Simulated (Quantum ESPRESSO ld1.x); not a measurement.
Question: These are the eigenvalues of the occupied orbitals of an atom or ion with whole-number occupations (hartree). All-electron calculation, scalar-relativistic Kohn-Sham, LDA (Slater exchange, Perdew-Zunger correlation), spin-polarised, spherical densities, point nucleus. Program: ld1.x of Quantum ESPRESSO 7.5.

orbital  eigenvalue
1s up      -1262.19
1s down    -1262.19
2s up      -196.789
2s down    -196.789
2p up      -176.712
2p down    -176.711
3s up      -40.5307
3s down    -40.5293
3p up      -34.0458
3p down    -34.0442
3d up      -24.4020
3d down    -24.4005
4s up      -7.61046
4s down    -7.60742
4p up      -5.55362
4p down    -5.55028
4d up      -2.55551
4d down    -2.55062
5s up      -1.08770
5s down    -1.06698
5p up      -0.64103
5p down    -0.62065

Which element is it, and in what charge state? The configuration may be excited. Open shells, if any, are filled with parallel spins first.

Answer: Z = 54, xenon, charge +1: Xe+ in [Kr] 4d10 5s2 5p5. The list shows which subshells hold electrons but not how many an open one holds; the 1s level, -1262.2 hartree, gives Z - s = 50.2 by -(Z - s)^2/2, which with screening and relativity narrows Z to a few neighbours, and the depths of the outer levels then fix element, charge and occupations together.
